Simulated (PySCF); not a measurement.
CH₄N (SMILES [CH2-]N), charge -1, singlet, geometry from GFN2-xTB, with bond 4-2 at 1.4 times its length; CASSCF(6,4)/6-31G* in PySCF.

The PySCF input:
```python
from pyscf import gto, scf, mcscf
import numpy

mol = gto.M(
    atom='''
C    -0.08198403    0.82858640   -0.00681169
N     0.04689124   -0.73190230    0.00619811
H    -0.49812098   -1.02854792    0.82390464
H    -0.73225104   -1.16747153   -1.12004847
H     0.59202741    1.11962037    0.87526805
H     0.57939804    1.10374838   -0.90342560
''',
    basis='6-31g*',
    charge=-1,
    verbose=4,
)

mf = scf.RHF(mol)
mf.kernel()
mc = mcscf.CASSCF(mf, 4, 6)
mc.fix_spin_(ss=0.0)
mc.kernel()
occ = numpy.linalg.eigvalsh(mc.fcisolver.make_rdm1(mc.ci, mc.ncas, mc.nelecas))[::-1]
ss = mc.fcisolver.spin_square(mc.ci, mc.ncas, mc.nelecas)[0]
print('natural occupations', occ.round(4), ' <S^2>', round(ss, 4))
```

It wrote (shortened):

```
PySCF version 2.14.0

[INPUT] verbose = 4
[INPUT] num. atoms = 6
[INPUT] num. electrons = 18
[INPUT] charge = -1
[INPUT] spin (= nelec alpha-beta = 2S) = 0
[INPUT] symmetry False subgroup None
[INPUT] Mole.unit = angstrom
[INPUT] Symbol           X                Y                Z      unit          X                Y                Z       unit  Magmom
[...]
nuclear repulsion = 33.6054955248188
number of shells = 20
number of NR pGTOs = 70
number of NR cGTOs = 36
basis = 6-31g*
ecp = {}

******** <class 'pyscf.scf.hf.RHF'> ********
method = RHF
initial guess = minao
damping factor = 0
level_shift factor = 0
DIIS = <class 'pyscf.scf.diis.CDIIS'>
diis_start_cycle = 1
diis_space = 8
diis_damp = 0
SCF conv_tol = 1e-09
SCF conv_tol_grad = None
SCF max_cycles = 50
direct_scf = True
direct_scf_tol = 1e-13
Set gradient conv threshold to 3.16228e-05
Initial guess from minao.
init E= -94.0040211607188
[...]
cycle= 1 E= -94.3659850051923  delta_E= -0.362  |g|= 0.346  |ddm|= 2.09
[...]
cycle= 2 E= -94.4042454072678  delta_E= -0.0383  |g|= 0.16  |ddm|= 0.543
[...]
cycle= 3 E= -94.4111051549023  delta_E= -0.00686  |g|= 0.0394  |ddm|=  0.2
[...]
cycle= 4 E= -94.4120962166191  delta_E= -0.000991  |g|= 0.0175  |ddm|= 0.0848
[...]
cycle= 5 E= -94.4122554981239  delta_E= -0.000159  |g|= 0.00589  |ddm|= 0.0411
[...]
cycle= 6 E= -94.4122854151247  delta_E= -2.99e-05  |g|= 0.00176  |ddm|= 0.0236
[...]
cycle= 7 E= -94.4122896046355  delta_E= -4.19e-06  |g|= 0.000598  |ddm|= 0.0108
[...]
cycle= 8 E= -94.4122903249288  delta_E= -7.2e-07  |g|= 0.000266  |ddm|= 0.00432
[...]
cycle= 9 E= -94.4122904896515  delta_E= -1.65e-07  |g|= 9.14e-05  |ddm|= 0.00231
[...]
cycle= 10 E= -94.4122905072481  delta_E= -1.76e-08  |g|= 2.62e-05  |ddm|= 0.000722
[...]
cycle= 11 E= -94.4122905083472  delta_E= -1.1e-09  |g|= 6.36e-06  |ddm|= 0.000155
[...]
cycle= 12 E= -94.4122905084001  delta_E= -5.29e-11  |g|= 2.05e-06  |ddm|= 3.59e-05
[...]
Extra cycle  E= -94.4122905084032  delta_E= -3.1e-12  |g|= 1.02e-06  |ddm|= 5.81e-06
converged SCF energy = -94.4122905084032

******** <class 'pyscf.mcscf.mc1step.CASSCF'> ********
CAS (3e+3e, 4o), ncore = 6, nvir = 26
max_cycle_macro = 50
max_cycle_micro = 4
conv_tol = 1e-07
conv_tol_grad = None
orbital rotation max_stepsize = 0.02
orbital rotation threshold for CI restart = 0.01
augmented hessian ah_max_cycle = 30
augmented hessian ah_conv_tol = 1e-12
augmented hessian ah_linear dependence = 1e-14
augmented hessian ah_level shift = 1e-08
augmented hessian ah_start_tol = 2.5
augmented hessian ah_start_cycle = 3
augmented hessian ah_grad_trust_region = 3
kf_trust_region = 3
kf_interval = 4
ci_response_space = 4
ci_grad_trust_region = 3
with_dep4 0
natorb = False
canonicalization = True
sorting_mo_energy = False
ao2mo_level = 2
internal_rotation = False
******** <class 'pyscf.fci.addons.SpinPenaltyFCISolver'> ********
max. cycles = 50
conv_tol = 1e-08
davidson only = True
linear dependence = 1e-12
level shift = 0.001
max iter space = 12
nroots = 1
pspace_size = 400
spin = None
CASCI E = -94.4206024473136  S^2 = 0.0000000
Set conv_tol_grad to 0.000316228
macro iter   1 ( 21 JK    4 micro), CASSCF E = -94.4418470482093  dE = -2.12446009e-02  S^2 = 0.0000000
               |grad[o]|=0.0301  |grad[c]|=0.0506  |ddm|=0.107  |maxRot[o]|= 0.24
macro iter   2 ( 21 JK    4 micro), CASSCF E = -94.4487022931643  dE = -6.85524495e-03  S^2 = 0.0000000
               |grad[o]|=0.0325  |grad[c]|=0.0225  |ddm|=0.0397  |maxRot[o]|=0.143
macro iter   3 ( 21 JK    4 micro), CASSCF E = -94.4495959064021  dE = -8.93613238e-04  S^2 = 0.0000000
               |grad[o]|=0.0153  |grad[c]|=0.0684  |ddm|=0.00798  |maxRot[o]|= 0.21
macro iter   4 ( 16 JK    4 micro), CASSCF E = -94.4501415120094  dE = -5.45605607e-04  S^2 = 0.0000000
               |grad[o]|=0.021  |grad[c]|=0.0191  |ddm|=0.0152  |maxRot[o]|=0.134
macro iter   5 ( 21 JK    4 micro), CASSCF E = -94.4502722587100  dE = -1.30746701e-04  S^2 = 0.0000000
               |grad[o]|=0.00813  |grad[c]|=0.0204  |ddm|=0.037  |maxRot[o]|=0.299
macro iter   6 ( 21 JK    4 micro), CASSCF E = -94.4505032197822  dE = -2.30961072e-04  S^2 = 0.0000000
               |grad[o]|=0.0198  |grad[c]|=0.067  |ddm|=0.0229  |maxRot[o]|=0.304
macro iter   7 ( 21 JK    4 micro), CASSCF E = -94.4507442645496  dE = -2.41044767e-04  S^2 = 0.0000000
               |grad[o]|=0.0276  |grad[c]|=0.00299  |ddm|=0.00656  |maxRot[o]|=0.0648
macro iter   8 ( 21 JK    4 micro), CASSCF E = -94.4508220609071  dE = -7.77963576e-05  S^2 = 0.0000000
               |grad[o]|=0.00869  |grad[c]|=0.0094  |ddm|=0.00662  |maxRot[o]|=0.105
macro iter   9 ( 21 JK    4 micro), CASSCF E = -94.4508719051866  dE = -4.98442795e-05  S^2 = 0.0000000
               |grad[o]|=0.00693  |grad[c]|=0.0172  |ddm|=0.00249  |maxRot[o]|=0.191
macro iter  10 ( 21 JK    4 micro), CASSCF E = -94.4510044917169  dE = -1.32586530e-04  S^2 = 0.0000000
               |grad[o]|=0.00926  |grad[c]|=0.0151  |ddm|=0.00357  |maxRot[o]|=0.133
macro iter  11 ( 21 JK    4 micro), CASSCF E = -94.4510098811499  dE = -5.38943300e-06  S^2 = 0.0000000
               |grad[o]|=0.00669  |grad[c]|=0.00355  |ddm|=0.00229  |maxRot[o]|=0.025
macro iter  12 (  7 JK    2 micro), CASSCF E = -94.4510991456279  dE = -8.92644779e-05  S^2 = 0.0000000
               |grad[o]|=0.00305  |grad[c]|=0.00393  |ddm|=0.00405  |maxRot[o]|=0.0696
macro iter  13 (  7 JK    2 micro), CASSCF E = -94.4511708397359  dE = -7.16941080e-05  S^2 = 0.0000000
               |grad[o]|=0.00195  |grad[c]|=0.00693  |ddm|=0.00245  |maxRot[o]|=0.0698
macro iter  14 (  7 JK    2 micro), CASSCF E = -94.4512160853066  dE = -4.52455707e-05  S^2 = 0.0000000
               |grad[o]|=0.00124  |grad[c]|=0.00827  |ddm|=0.000437  |maxRot[o]|=0.0698
macro iter  15 (  7 JK    2 micro), CASSCF E = -94.4512343162709  dE = -1.82309643e-05  S^2 = 0.0000000
               |grad[o]|=0.000791  |grad[c]|=0.00887  |ddm|=0.00193  |maxRot[o]|=0.0695
[...]
macro iter  22 (  7 JK    2 micro), CASSCF E = -94.4512316211347  dE = -9.06061433e-06  S^2 = 0.0000000
               |grad[o]|=0.000343  |grad[c]|=0.00101  |ddm|=0.000585  |maxRot[o]|=0.048
macro iter  23 (  7 JK    2 micro), CASSCF E = -94.4512357912874  dE = -4.17015264e-06  S^2 = 0.0000000
               |grad[o]|=0.00029  |grad[c]|=0.00181  |ddm|=0.00058  |maxRot[o]|=0.0538
macro iter  24 ( 21 JK    4 micro), CASSCF E = -94.4511784429933  dE =  5.73482941e-05  S^2 = 0.0000000
               |grad[o]|=0.000597  |grad[c]|=0.0179  |ddm|=0.00075  |maxRot[o]|= 0.16
macro iter  25 ( 21 JK    4 micro), CASSCF E = -94.4511838273255  dE = -5.38433223e-06  S^2 = 0.0000000
               |grad[o]|=0.00309  |grad[c]|=0.000672  |ddm|=0.000105  |maxRot[o]|=0.0143
macro iter  26 ( 21 JK    4 micro), CASSCF E = -94.4511834329546  dE =  3.94370929e-07  S^2 = 0.0000000
               |grad[o]|=0.00199  |grad[c]|=0.0014  |ddm|=0.000156  |maxRot[o]|=0.00949
macro iter  27 ( 21 JK    4 micro), CASSCF E = -94.4511872619779  dE = -3.82902337e-06  S^2 = 0.0000000
               |grad[o]|=0.00114  |grad[c]|=0.000303  |ddm|=3.63e-05  |maxRot[o]|=0.0111
macro iter  28 ( 21 JK    4 micro), CASSCF E = -94.4511900555477  dE = -2.79356975e-06  S^2 = 0.0000000
               |grad[o]|=0.000876  |grad[c]|=0.000884  |ddm|=0.000147  |maxRot[o]|=0.013
macro iter  29 (  7 JK    2 micro), CASSCF E = -94.4512040116340  dE = -1.39560863e-05  S^2 = 0.0000000
               |grad[o]|=0.000612  |grad[c]|=0.00153  |ddm|=0.000225  |maxRot[o]|=0.044
macro iter  30 (  7 JK    2 micro), CASSCF E = -94.4512194007309  dE = -1.53890969e-05  S^2 = 0.0000000
               |grad[o]|=0.000443  |grad[c]|=0.00323  |ddm|=0.000243  |maxRot[o]|=0.0555
macro iter  31 (  7 JK    2 micro), CASSCF E = -94.4512313259025  dE = -1.19251715e-05  S^2 = 0.0000000
               |grad[o]|=0.000378  |grad[c]|=0.00572  |ddm|=9.3e-05  |maxRot[o]|=0.0622
macro iter  32 ( 17 JK    4 micro), CASSCF E = -94.4512071951431  dE =  2.41307594e-05  S^2 = 0.0000000
               |grad[o]|=0.000355  |grad[c]|=0.0166  |ddm|=0.000189  |maxRot[o]|=0.0965
macro iter  33 ( 21 JK    4 micro), CASSCF E = -94.4512059482292  dE =  1.24691391e-06  S^2 = 0.0000000
               |grad[o]|=0.00134  |grad[c]|=0.000618  |ddm|=8.08e-05  |maxRot[o]|=0.00914
macro iter  34 ( 25 JK    4 micro), CASSCF E = -94.4512100600357  dE = -4.11180656e-06  S^2 = 0.0000000
               |grad[o]|=0.000851  |grad[c]|=0.000267  |ddm|=4.35e-05  |maxRot[o]|=0.0125
macro iter  35 ( 21 JK    4 micro), CASSCF E = -94.4512127318640  dE = -2.67182826e-06  S^2 = 0.0000000
               |grad[o]|=0.00056  |grad[c]|=0.000777  |ddm|=4.91e-05  |maxRot[o]|=0.00713
macro iter  36 (  7 JK    2 micro), CASSCF E = -94.4512218289166  dE = -9.09705260e-06  S^2 = 0.0000000
               |grad[o]|=0.000304  |grad[c]|=0.0016  |ddm|=0.000122  |maxRot[o]|=0.0378
macro iter  37 (  7 JK    2 micro), CASSCF E = -94.4512312020412  dE = -9.37312456e-06  S^2 = 0.0000000
               |grad[o]|=0.000305  |grad[c]|=0.00374  |ddm|=7.73e-05  |maxRot[o]|=0.0514
macro iter  38 (  7 JK    2 micro), CASSCF E = -94.4512348669458  dE = -3.66490468e-06  S^2 = 0.0000000
               |grad[o]|=0.000345  |grad[c]|=0.00352  |ddm|=0.000177  |maxRot[o]|=0.0437
macro iter  39 ( 12 JK    3 micro), CASSCF E = -94.4512203223009  dE =  1.45446449e-05  S^2 = 0.0000000
               |grad[o]|=0.000666  |grad[c]|=0.00609  |ddm|=0.000345  |maxRot[o]|=0.0449
macro iter  40 ( 21 JK    4 micro), CASSCF E = -94.4512242776599  dE = -3.95535901e-06  S^2 = 0.0000000
               |grad[o]|=0.000963  |grad[c]|=0.00151  |ddm|=0.000117  |maxRot[o]|=0.0133
macro iter  41 (  7 JK    2 micro), CASSCF E = -94.4512306885315  dE = -6.41087152e-06  S^2 = 0.0000000
               |grad[o]|=0.000469  |grad[c]|=0.00357  |ddm|=0.000268  |maxRot[o]|=0.0369
macro iter  42 (  7 JK    2 micro), CASSCF E = -94.4512351281761  dE = -4.43964458e-06  S^2 = 0.0000000
               |grad[o]|=0.000356  |grad[c]|=0.00638  |ddm|=0.000291  |maxRot[o]|=0.0507
macro iter  43 ( 12 JK    3 micro), CASSCF E = -94.4512323799703  dE =  2.74820576e-06  S^2 = 0.0000000
               |grad[o]|=0.000369  |grad[c]|=0.00471  |ddm|=0.000108  |maxRot[o]|=0.0442
macro iter  44 ( 21 JK    4 micro), CASSCF E = -94.4512336415890  dE = -1.26161866e-06  S^2 = 0.0000000
               |grad[o]|=0.00072  |grad[c]|=0.000749  |ddm|=4.38e-05  |maxRot[o]|=0.0143
macro iter  45 (  7 JK    2 micro), CASSCF E = -94.4512361560790  dE = -2.51449001e-06  S^2 = 0.0000000
               |grad[o]|=0.000279  |grad[c]|=0.00344  |ddm|=0.000389  |maxRot[o]|=0.0341
macro iter  46 (  4 JK    1 micro), CASSCF E = -94.4512363069066  dE = -1.50827631e-07  S^2 = 0.0000000
               |grad[o]|=0.000143  |grad[c]|=0.000142  |ddm|=0.000139  |maxRot[o]|=0.00695
macro iter  47 ( 12 JK    2 micro), CASSCF E = -94.4512361245695  dE =  1.82337104e-07  S^2 = 0.0000000
               |grad[o]|=0.000368  |grad[c]|=0.000162  |ddm|=0.00014  |maxRot[o]|=0.0079
macro iter  48 ( 12 JK    3 micro), CASSCF E = -94.4512360404449  dE =  8.41245793e-08  S^2 = 0.0000000
               |grad[o]|=0.000629  |grad[c]|=0.00109  |ddm|=8.21e-05  |maxRot[o]|=0.0241
macro iter  49 ( 25 JK    4 micro), CASSCF E = -94.4512359743825  dE =  6.60623698e-08  S^2 = 0.0000000
               |grad[o]|=0.00019  |grad[c]|=0.000647  |ddm|=5.18e-05  |maxRot[o]|=0.0213
macro iter  50 ( 15 JK    2 micro), CASSCF E = -94.4512362210471  dE = -2.46664541e-07  S^2 = 0.0000000
               |grad[o]|=0.000177  |grad[c]|=3.89e-05  |ddm|=7.33e-06  |maxRot[o]|=0.00546
1-step CASSCF not converged,  50 macro (746 JK 156 micro) steps
CASSCF canonicalization
Density matrix diagonal elements [1.98763797 1.93326116 1.9853852  0.09371568]
CASSCF energy = -94.4512362210471
CASCI E = -94.4512362210471  E(CI) = -9.62691438394414  S^2 = 0.0000000
natural occupations [1.9997 1.9987 1.9084 0.0933]  <S^2> 0.0
```

The run did not converge; its last values are not results.
